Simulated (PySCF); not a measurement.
C₂H₄ClNSi, SMILES Cl[Si@H]1C=NC1.

Geometry optimised at PBE0-D3(BJ)/def2-SVP. The structure was generated by enumeration; whether it is a known compound was not checked.

Two levels are set side by side: TDDFT-PBE/def2-SVPD (PySCF) and TDDFT-LC-ωPBE/def2-SVPD (PySCF). Vertical, same geometry. The lowest singlet is HOMO→LUMO 99 % with PBE and HOMO→LUMO 90 % with the other functional; states are paired by order. Differences are taken from unrounded values.

```csv
quantity,TDDFT-PBE
lowest singlet excitation (eV),3.85
lowest triplet excitation (TDA) (eV),3.06
```

**Question.** These are the TDDFT-PBE values. What does TDDFT-LC-ωPBE give? (The exact figures need the calculation; the answer reports its results.)

**Answer.** 
| quantity | TDDFT-LC-ωPBE | TDDFT-PBE minus TDDFT-LC-ωPBE |
|---|---|---|
| lowest singlet excitation (eV) | 4.25 | -0.40 |
| lowest triplet excitation (TDA) (eV) | 3.32 | -0.26 |

A lower first singlet is the usual sign of a functional without exact exchange. Differences between two approximate levels are no errors against the true value.

Rough cost on one machine, each run with all the roots and properties that it gave: TDDFT-LC-ωPBE against TDDFT-PBE about 6 times.
